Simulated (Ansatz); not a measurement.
Wavefunction ladder for H$_{4}$NO$_{3}$Ta (`[NH2][Ta](=[O])([OH])[OH]`)

```
atom    x (Å)    y (Å)    z (Å)
  N1  -1.5488   0.3787   0.2232
 Ta2   0.2443  -0.3144  -0.2483
  O3  -0.0122  -1.4289  -1.5349
  O4   1.0730  -1.2622   1.1986
  O5   1.3575   1.1456  -0.7882
  H6  -1.7368   1.1331   0.8670
  H7  -2.4093   0.0450  -0.1839
  H8   1.2740  -1.0294   2.1034
  H9   1.7582   1.3323  -1.6369
```

Charge 0, multiplicity 1. Correlated methods include outer-core shells of Ta, which these sets cover unevenly. Ta: def2 effective core potential. Geometry: relaxed with PBE0-D4/def2-TZVP. It is one conformer, not always the lowest. Frozen core, restricted reference, Ansatz 0.2.0.

| basis | HF (Eh) | MP2 corr. |
| --- | --- | --- |
| def2-SVP | -337.72434 | -1.04495 |
| def2-TZVPP | -338.11107 | -1.35540 |
| def2-QZVPP | -338.12511 | -1.48007 |

Task: Estimate the CCSD correlation energy and the (T) correction in each basis where they were run (hartree).

Result: 
| basis | CCSD corr. | (T) |
| --- | --- | --- |
| def2-SVP | -1.03253 | -0.03784 |
| def2-TZVPP | -1.33085 | -0.06205 |
